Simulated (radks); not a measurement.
Task: Dy+, 65 electrons, occupied as [Xe] 4f10 6s1. All-electron calculation, Dirac Kohn-Sham, PBE, spin-unpolarised, spherical densities, finite nucleus; open shells are shared between the two j in proportion to 2j + 1; Fermi nuclear charge, rms radius 5.2218 fm. Program: a radial shooting solver on a logarithmic mesh with Libxc functionals. Some entries of the table are withheld. Estimate them.

orbital,occ.,eigenvalue (hartree),r(max) (bohr)
1s1/2,2,-1969.656,0.01337
2s1/2,2,-328.0248,0.07621
2p1/2,2,-312.0080,0.05740
2p3/2,4,-282.6010,0.06342
3s1/2,2,-73.19594,0.2157
3p1/2,2,-66.20311,(1)
3p3/2,4,-60.09596,(2)
3d3/2,4,-48.06889,0.1708
3d5/2,6,-46.73529,0.1744
4s1/2,2,-14.66559,(3)
4p1/2,2,-11.90615,0.4977
4p3/2,4,-10.54167,0.5246
4d3/2,4,(4),0.5298
4d5/2,6,(5),0.5385
5s1/2,2,-2.03264,1.159
5p1/2,2,(6),(7)
5p3/2,4,(8),(9)
4f5/2,4.28571,-0.36833,0.5364
4f7/2,5.71429,-0.33604,0.5417
6s1/2,1,-0.32496,3.239

Result: 
(1) 3p1/2 r(max) (bohr): 0.2031
(2) 3p3/2 r(max) (bohr): 0.2157
(3) 4s1/2 r(max) (bohr): 0.4945
(4) 4d3/2 eigenvalue (hartree): -5.99666
(5) 4d5/2 eigenvalue (hartree): -5.74960
(6) 5p1/2 eigenvalue (hartree): -1.29165
(7) 5p1/2 r(max) (bohr): 1.267
(8) 5p3/2 eigenvalue (hartree): -1.11936
(9) 5p3/2 r(max) (bohr): 1.351
